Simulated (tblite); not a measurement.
Compound: C₈H₆OS.
Numbering: `[OH:1][c:2]1[cH:3][c:4]2[cH:5][cH:6][cH:7][cH:8][c:9]2[s:10]1` (hydrogens: H11 on O1; H12 on C3; H13 on C5; H14 on C6; H15 on C7; H16 on C8)

Structure optimised with GFN2-xTB, isolated species.

Question: List the bond lengths, angles and torsions at this level.

Answer: 
```
  bond  length (Å)
 O1–C2       1.350
 C2–C3       1.353
 C3–C4       1.427
 C4–C5       1.395
 C5–C6       1.378
 C6–C7       1.393
 C7–C8       1.381
 C8–C9       1.384
C9–S10       1.749
C2–S10       1.745
 C4–C9       1.407
O1–H11       0.965
C3–H12       1.076
C5–H13       1.080
C6–H14       1.080
C7–H15       1.079
C8–H16       1.079
```

A selection of angles:
```
    angle  degrees
C2–O1–H11    110.1
 O1–C2–C3    129.3
O1–C2–S10    116.9
C3–C2–S10    113.8
 C2–C3–C4    112.5
C2–C3–H12    123.9
C4–C3–H12    123.6
 C3–C4–C5    129.2
 C3–C4–C9    112.0
 C5–C4–C9    118.7
 C4–C5–C6    119.5
C4–C5–H13    119.6
C6–C5–H13    120.9
 C5–C6–C7    120.9
C5–C6–H14    119.7
C7–C6–H14    119.4
 C6–C7–C8    120.7
C6–C7–H15    119.7
C8–C7–H15    119.6
 C7–C8–C9    118.4
C7–C8–H16    121.2
C9–C8–H16    120.4
C8–C9–S10    126.7
 C4–C9–C8    121.8
C4–C9–S10    111.6
C2–S10–C9     90.1
```

Torsions: H11–O1–C2–C3 0° (synperiplanar).

The 6-membered ring C4–C5–C6–C7–C8–C9 has internal angles of 118.4° to 121.8°; it is planar, 0.00 Å rms from its mean plane, widest ring torsion 0°. The 5-membered ring C2–C3–C4–C9–S10 has internal angles of 90.1° to 113.8°; it is planar, 0.00 Å rms from its mean plane, widest ring torsion 0°. The 10 heavy atoms lie in one plane (0.000 Å rms). Of the pairs four or more bonds apart, H11···H12 is among the closest relative to their van der Waals radii: 2.52 Å, 105 % of the sum of Bondi's values. The 8 C–C bonds span 1.353 Å (C2–C3, aromatic) to 1.427 Å (C3–C4, aromatic), a spread of 0.074 Å.

Point group: Cs (tolerance 0.08 Å). Its GFN2-xTB frequencies are all real (lowest 120 cm⁻¹). One conformer, not necessarily the lowest (H–O1–C2–C3 0°).

All values are computed, not measured.
